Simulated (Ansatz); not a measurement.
Coupled-cluster run, ClF2Ge (`[F][Ge]([F])[Cl]`) radical.

```yaml
crystal:
  periodic: [false, false, false]
  atoms:
    - {symbol: F, position_ang: [0.933483, 0.779757, 1.107722]}
    - {symbol: Ge, position_ang: [-0.287940, -0.198973, 0.381810]}
    - {symbol: F, position_ang: [0.571250, -1.541652, -0.278297]}
    - {symbol: Cl, position_ang: [-1.161293, 0.900568, -1.231535]}
basis:
  gaussian: {orbitals: def2-SVP}
magnetization: {spin_polarized: true, initial_magnetization: 1}
correlation: {method: ccsd_t}
scf: {omitted_lower_state_checks: [cluster_reference]}
```

```sh
$ ansatz run in.yaml --threads 2 --pin off --events-out ev --progress --plain --max-ram 32768MiB --backend cpu
```

The program prints (abridged):

```
Functional definition: HF
725 factors; integrals over basis functions are off by at most 5.3e-4 eV
mean field evaluation 1: about -74372.6654 eV, gradient 2.6e1 eV
mean field evaluation 2: about -74372.6925 eV, gradient 2.6e1 eV
mean field evaluation 4: about -74375.6297 eV, gradient 2.1e0 eV
mean field evaluation 8: about -74375.7066 eV, gradient 3.2e-1 eV
mean field evaluation 16: about -74375.7091 eV, gradient 2.2e-6 eV
mean field -74375.70905733 eV, -2733.2568941906 hartree, gradient 1.6e-6 eV, S^2 0.757026; 0 other end points of the search recorded, 0 dependent functions left out
16 core orbitals not correlated: weight in the atoms' cores, before any rotation towards them, 1.000 or more for the frozen orbitals, at most 0.000 for the correlated occupied ones
reference -74375.70905733 eV, -2733.2568941906 hartree; 18, 17 occupied and 44, 45 virtual orbitals, 725 factors
second order -19.26017173 eV of doubles, -0.00000000 eV of singles
cycle   1  -18.89465273 eV  change    3.7e-1 eV  update   1.1e-1
cycle   2  -19.33700108 eV  change   -4.4e-1 eV  update   3.3e-2
cycle   3  -19.44926791 eV  change   -1.1e-1 eV  update   1.9e-2
cycle   4  -19.44291734 eV  change    6.4e-3 eV  update   5.5e-3
cycle   5  -19.43877863 eV  change    4.1e-3 eV  update   2.8e-3
cycle   6  -19.43987304 eV  change   -1.1e-3 eV  update   1.1e-3
cycle   7  -19.44000174 eV  change   -1.3e-4 eV  update   4.5e-4
cycle   8  -19.44013077 eV  change   -1.3e-4 eV  update   1.7e-4
cycle   9  -19.44018786 eV  change   -5.7e-5 eV  update   6.9e-5
cycle  10  -19.44015602 eV  change    3.2e-5 eV  update   3.2e-5
perturbative correction -0.41044732 eV, -0.0150836609 hartree
Total energy: -74395.55966068 eV, -2733.9863904083 hartree
Checks for a lower state left out: cluster_reference
```

It took 8.5 s on 2 threads of a server CPU on a shared host, with 0.4 GiB of host memory at the peak.

Correlation energy per correlated electron: -0.567 eV. T1 diagnostic: 0.0140.
